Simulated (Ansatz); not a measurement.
C₄H₂BrCl, SMILES C(=C(\Br)C#C)/Cl.

Geometry: ωB97X-D3(BJ)/def2-SVP. The structure was generated by enumeration; whether it is a known compound was not checked.

Two levels are set side by side: PBE/def2-SVPD (Ansatz, an electronic-structure program) and CAM-B3LYP/def2-SVPD (Ansatz). Energy differences of separate SCF runs at the same geometry; the states with an electron removed or added have multiplicity 2 and 2. Differences are taken from unrounded values.

```tsv
quantity	CAM-B3LYP
vertical ionisation energy (eV)	9.20
vertical singlet–triplet gap (eV)	3.16
```

Q: What does PBE give, and how far is it from CAM-B3LYP? (The exact figures need the calculation; the answer reports its results.)

A: 
```json
[
 {"quantity": "vertical ionisation energy (eV)", "PBE": "8.81", "PBE minus CAM-B3LYP": "-0.39"},
 {"quantity": "vertical singlet–triplet gap (eV)", "PBE": "3.05", "PBE minus CAM-B3LYP": "-0.11"}
]
```
